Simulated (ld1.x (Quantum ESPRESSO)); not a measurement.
## Building the TM potential for Bi (LDA (PZ), scalar-relativistic).

* Element: Bi (Z = 83)
* Generator: ld1.x (Quantum ESPRESSO) 7.5
* Type: norm-conserving Troullier–Martins (Kleinman–Bylander form)
* Functional: LDA (PZ)
* Relativity: scalar-relativistic
* Frozen core: [Xe] 4f14
* Valence charge: 15
* Reference configuration: 5d10 6s2 6p3
* Partial waves: 6s (bound): rc 1.75 bohr; 6p (bound): rc 2.25 bohr; 5d (bound): rc 1.45 bohr
* Local potential: all-electron potential smoothed inside 1.80 bohr (lloc = -1)
* Core correction: Bessel-smoothed model core inside 1.10 bohr

Poles of the logarithmic derivatives, all-electron (AE) and pseudo (PS). s: poles at 0.5 (AE) and -3.7, 0.5 (PS) Ry. p: poles at 2.5 (AE) and 0.7, 3.0 (PS) Ry. d: poles at -1.8 (AE) and -1.8 (PS) Ry. Test radius 2.46 bohr.

- Cutoffs needed: 55 Ry and 100 Ry (the cutoffs (Ry, on a coarse ladder) from which the occupation-weighted sum of valence levels, in a spherical-Bessel basis at the reference potential, stays within 10 and 1 mRy of its value at 400 Ry)
- Ghost test: ghost state, extra bound levels that the all-electron valence spectrum of the same l lacks: s at -50.8 eV; a true bound ghost makes a file unfit for plane-wave use (spherical-Bessel basis up to 400 Ry, 20 bohr box)
- Largest excitation error: +59 meV (all-electron minus pseudo) for 5d9 6s2 6p3, out of 7 test configurations
